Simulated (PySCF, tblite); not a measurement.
CH10N2OSi3.
Numbering: `[NH2:1][C:2](=[O:3])[SiH2:4][SiH2:5][NH:6][SiH3:7]` (hydrogens: H8, H9 on N1; H10, H11 on Si4; H12, H13 on Si5; H14 on N6; H15, H16, H17 on Si7)

Structure used (GFN2-xTB), in Å, numbered top down from 1:
```xyz
17
CH10N2OSi3 angstrom
N      3.2589    0.4632    0.9567
C      1.9838    0.6056    0.5448
O      1.2131    1.3510    1.1320
Si     1.4181   -0.4091   -0.9954
Si    -0.8598   -0.1916   -1.2750
N     -1.4792    0.4580    0.1983
Si    -3.1134    0.7201    0.7019
H      3.5927    0.9834    1.7554
H      3.8988   -0.1351    0.4671
H      2.2667    0.1099   -2.0823
H      1.9771   -1.7509   -0.7453
H     -1.1986    0.6599   -2.4328
H     -1.5344   -1.4779   -1.5078
H     -0.7843    0.9471    0.7496
H     -3.0573    1.0061    2.1341
H     -3.7375    1.8325   -0.0260
H     -3.8517   -0.5108    0.4147
```

Method: CAM-B3LYP/def2-SVPD in PySCF (dipole) on a GFN2-xTB geometry, gas phase.

Take the most abundant isotopes and a rigid rotor. The values belong to one conformer with, in the numbering `[NH2:1][C:2](=[O:3])[SiH2:4][SiH2:5][NH:6][SiH3:7]`, H–N1–C2–O3 -1° and -179°, N1–C2–Si4–Si5 172°, C2–Si4–Si5–N6 -15°, Si4–Si5–N6–Si7 -173°.

Task: Give the principal moments of inertia and the rotational constants in cm⁻¹.

Result: Ia = 202.35, Ib = 692.76, Ic = 868.80 u·Å²; 505379 MHz·u·Å²/I gives 2498, 729.5 and 581.7 MHz, that is A = 0.08331, B = 0.02433, C = 0.01940 cm⁻¹.

Task: Classify the top.

Result: An asymmetric top; Ray's κ = -0.846.

Task: What does the inertial defect say?

Result: Not planar: Δ = Ic − Ia − Ib = -26.30 u·Å². For a rigid frame Δ = −2 Σ m c², so Σ m c² = 13.15 u·Å² lies off the ab plane: 8.81 from hydrogen and 4.34 from heavier atoms. The atom farthest from that plane is 1.45 Å away.

Task: Which types of transition are allowed, and where do some lines up to J = 3 fall?

Result: The dipole components are |μa| = 3.50 D, |μb| = 0.93 D, |μc| = 0.73 D. The squared components, which scale the intensities, stand as 1.00 : 0.07 : 0.04 (a : b : c). Some lines, for components of 0.1 D or more:

```tsv
type	branch	J(Ka,Kc)	MHz	lower level (cm⁻¹)
a	Q	3(1,2) ← 3(1,3)	887	0.309
c	Q	3(1,3) ← 3(0,3)	1437	0.261
c	Q	1(1,1) ← 1(0,1)	1768	0.044
b	R	3(0,3) ← 2(1,2)	2269	0.185
a	R	2(0,2) ← 1(0,1)	2614	0.044
b	R	1(1,1) ← 0(0,0)	3079	0.000
a	R	3(1,3) ← 2(1,2)	3707	0.185
a	R	3(1,2) ← 2(1,1)	4150	0.200
b	R	2(1,2) ← 1(0,1)	4243	0.044
c	R	2(1,1) ← 1(0,1)	4686	0.044
b	Q	3(2,1) ← 3(1,2)	5132	0.338
c	Q	2(2,1) ← 2(1,1)	5304	0.200
b	R	3(1,3) ← 2(0,2)	5336	0.131
b	Q	3(2,2) ← 3(1,3)	5975	0.309
c	R	2(2,1) ← 1(1,1)	8222	0.103
b	R	3(2,2) ← 2(1,1)	9238	0.200
b	R	3(3,1) ← 2(2,0)	13140	0.377
c	R	3(3,0) ← 2(2,0)	13140	0.377
```

Task: Estimate the classical rotational partition function at 10 K, 200 K and 500 K.

Result: Point group C1, symmetry number σ = 1; q = (√π/σ)·√((kT/h)³/(ABC)), k/h = 20836.6 MHz/K: 5180 at 10 K, 463000 at 200 K, 1830000 at 500 K.

Its lowest GFN2-xTB frequency is 13i cm⁻¹, too small to tell a flat minimum from a shallow saddle. No vibrational averaging or centrifugal distortion is included, and the geometry carries the error of its method. A rigid rotor knows nothing of inversion at nitrogen or internal rotation, which can split or shift real lines. Quadrupole hyperfine structure (14N) is left out.

Time: 1.7 min. Hardware: one thread of an Arm Neoverse N1, no GPU (shared host). This is the CAM-B3LYP/def2-SVPD job that gave the dipole, with the excitations it also computed.
